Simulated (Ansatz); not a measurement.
Consider the formal exchange of groups at a C–Si bond: `NC[SiH2]O` + `[OH][GaH2]` → `N[CH2][GaH][OH]` + `O[SiH3]`.

Computed with Ansatz on PBE0-D4/def2-TZVP structures; ΔE is electronic, products minus reactants. CCSD(T)/CBS adds triple-zeta CCSD(T) − MP2 to the extrapolated MP2 energy (def2 sets, frozen cores). DFT in def2-TZVPP. For Ga outer-core shells are correlated without core-valence functions, which leaves a few kJ/mol of doubt a bond. Scalar relativity is left out up to krypton. One conformer a species, not always the lowest.

| species | r2SCAN-D4 energy (Eh) |
| --- | --- |
| `NC[SiH2]O` | -461.78965 |
| `[OH][GaH2]` | -2001.88006 |
| `N[CH2][GaH][OH]` | -2096.52750 |
| `O[SiH3]` | -367.13151 |

Problem. Work out ΔE.

Solution. ΔE = (-2096.52750) + (-367.13151) − (-461.78965) − (-2001.88006) = 0.01070 Eh = +6.7 kcal/mol. CCSD(T)/CBS gives +5.6 kcal/mol.

Largest T1 diagnostic among the species: 0.015.

In def2-TZVPP, CCSD(T) changes the Hartree–Fock value by −0.8 kcal/mol (the triples alone add −0.1 kcal/mol) and MP2 by −0.9 kcal/mol. From PBE to PBE0 (25 % exact exchange), in def2-TZVPP and without D4, ΔE moves by +1.0 kcal/mol.
